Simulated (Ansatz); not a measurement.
A CCSD(T) single point on `CO[SiH](O)Cl`.

```yaml
crystal:
  periodic: [false, false, false]
  atoms:
    - {symbol: C, position_ang: [-0.711731, -1.479424, 0.014204]}
    - {symbol: O, position_ang: [0.172600, -0.622025, 0.708066]}
    - {symbol: Si, position_ang: [0.752315, 0.771154, 0.127169]}
    - {symbol: O, position_ang: [-0.514090, 1.684143, -0.345808]}
    - {symbol: Cl, position_ang: [1.789468, 1.663694, 1.642097]}
    - {symbol: H, position_ang: [-0.923214, -2.333156, 0.658570]}
    - {symbol: H, position_ang: [-1.649944, -0.969735, -0.220831]}
    - {symbol: H, position_ang: [-0.263235, -1.846147, -0.915184]}
    - {symbol: H, position_ang: [1.697915, 0.563940, -0.990437]}
    - {symbol: H, position_ang: [-0.350075, 2.567556, -0.677866]}
basis:
  gaussian: {orbitals: def2-TZVPP}
correlation: {method: ccsd_t}
```

```sh
$ ansatz run in.yaml --threads 2 --pin off --events-out ev --progress --plain --max-ram 22528MiB --backend cuda --devices 0, --max-vram 18GiB
```

The program prints (abridged):

```
Functional definition: HF
1474 factors; integrals over basis functions are off by at most 9.4e-4 eV
mean field evaluation 1: about -25552.5822 eV, gradient 4.6e1 eV
mean field evaluation 2: about -25552.8879 eV, gradient 4.6e1 eV
mean field evaluation 4: about -25556.8839 eV, gradient 3.6e0 eV
mean field evaluation 8: about -25556.9403 eV, gradient 2.5e-1 eV
mean field -25556.94053582 eV, -939.2002415750 hartree, gradient 3.3e-6 eV, S^2 0.000000; 0 other end points of the search recorded, 0 dependent functions left out
13 core orbitals not correlated: weight in the atoms' cores, before any rotation towards them, 1.000 or more for the frozen orbitals, at most 0.000 for the correlated occupied ones
reference -25556.94053582 eV, -939.2002415750 hartree; 16, 16 occupied and 218, 218 virtual orbitals, 1474 factors
second order -26.00657597 eV of doubles, -0.00000000 eV of singles
cycle   1  -26.41713753 eV  change   -4.1e-1 eV  update   1.0e-1
cycle   2  -26.99015338 eV  change   -5.7e-1 eV  update   2.8e-2
cycle   3  -27.11524874 eV  change   -1.3e-1 eV  update   1.4e-2
cycle   4  -27.10225762 eV  change    1.3e-2 eV  update   2.9e-3
cycle   5  -27.10153374 eV  change    7.2e-4 eV  update   1.3e-3
cycle   6  -27.10218634 eV  change   -6.5e-4 eV  update   3.8e-4
cycle   7  -27.10200072 eV  change    1.9e-4 eV  update   1.5e-4
cycle   8  -27.10193987 eV  change    6.1e-5 eV  update   4.2e-5
cycle   9  -27.10195070 eV  change   -1.1e-5 eV  update   1.6e-5
perturbative correction -1.00762273 eV, -0.0370294522 hartree
Total energy: -25585.05010925 eV, -940.2332493452 hartree
```

Hardware: 2 threads of an AMD EPYC 7R13 on a shared host and a share of an NVIDIA H100 80 GB. Wall time 4.4 s, peak host memory 0.82 GiB.

The correlation energy is -28.110 eV, 3.6 % of it from (T); the T1 diagnostic reads 0.0107.
